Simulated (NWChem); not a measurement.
Species: C2H6BO2 cation

```xyz
11

C      0.1334    -2.6273     0.0651
O     -0.1390    -1.2356    -0.1403
B     -0.1036     0.0002    -0.0014
O     -0.1455     1.2360     0.1364
C      0.1364     2.6270    -0.0615
H      1.2045    -2.7933    -0.0986
H     -0.1589    -2.8835     1.0901
H     -0.4661    -3.1821    -0.6645
H     -0.6386     3.1896     0.4699
H      1.1279     2.8339     0.3575
H      0.1058     2.8340    -1.1375
```
Atoms are numbered in this order, from 1.

All runs: NWChem. Pople sets run with spherical d functions. Medium grid unless said otherwise, to which SCAN and Minnesota functionals are sensitive. Geometry: optimised at PBE0/def2-SVP. B3LYP is NWChem's, with the RPA form of VWN correlation. Total energies of different functionals are on different scales.

| level | energy (Ha) | highest occupied level (eV) | orbital gap (eV) | relative time |
|---|---|---|---|---|
| B3LYP/6-31G* | -254.9079 | -14.53 | 9.83 | 2 |
| PBE/6-31G* | -254.5828 | -13.22 | 7.63 | 2 |
| revPBE/6-31G* | -254.8152 | -13.19 | 7.69 | 2 |
| B97-2/6-31G* | -254.8115 | -14.57 | 10.07 | 2 |
| M06-L/6-31G* | -254.8615 | -13.53 | 8.50 | 2 |
| N12/6-31G* | -254.8447 | -13.19 | 7.86 | 2 |
| LRC-wPBEh/6-31G* | -254.6381 | -16.69 | 14.04 | 5 |
| Hartree-Fock/6-31G* | -253.4555 | -18.74 | 18.35 | 1 |

The last column is a rough cost ratio, cheapest run = 1.
